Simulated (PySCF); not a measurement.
# Core binding energy against partial charge

C5H3PS.
Numbering: `[CH:1]#[C:2][c:3]1[cH:4][p:5][cH:6][s:7]1`

Binding energies: delta-SCF UKS SCAN, pcX-2 on the ionised atom, pcseg-1 elsewhere, spin-free X2C in PySCF 2.14.0. Charges: PBE0/pcSseg-1 ground-state density, for the ionised atom.

```
atom                        environment  C 1s (eV)  Mulliken (e)  IAO (e)  Hirshfeld (e)  ESP (e)
  C1             terminal alkyne carbon     290.10        -0.335   -0.216         -0.094   -0.352
  C4                 aromatic CH carbon     290.21        -0.281   -0.378         -0.117   -0.085
  C6  aromatic CH next to a ring sulfur     290.60        -0.546   -0.567         -0.137   -0.289
  C2                      alkyne carbon     290.86        +0.531   -0.030         -0.056   -0.017
  C3        substituted aromatic carbon     291.70        -0.534   -0.150         -0.021   +0.012
```

How well does each charge scheme correlate with the binding energies over these sites?

Hirshfeld: r = 0.79, slope 10.8 eV per e; ESP: r = 0.68, slope 2.7 eV per e; IAO: r = 0.39, slope 1.2 eV per e; Mulliken: r = -0.05, slope -0.1 eV per e. Hirshfeld charges have the highest r, on only 5 points.

The point-charge model writes a binding energy as kq + V + constant, with V the potential of the other atoms' charges at the site. What does it give with the Hirshfeld charges?

V = Σ 14.40 eV Å × q/r over all other atoms: +0.80 eV at C1, +0.95 eV at C4, +1.74 eV at C6, -0.43 eV at C2, -0.53 eV at C3. Fitting binding energy − V to q gives k = 30.8 eV per e and leaves an rms residual of 0.32 eV, against 0.35 eV for the fit on q alone. The model has no term for differences in relaxation between sites.

Spin contamination (⟨S²⟩ against 0.75 for a pure doublet) is marked for C 1s of C2 (0.88), which makes this value less certain. Geometry: GFN2-xTB; no solvent, vibrations or thermal averaging.
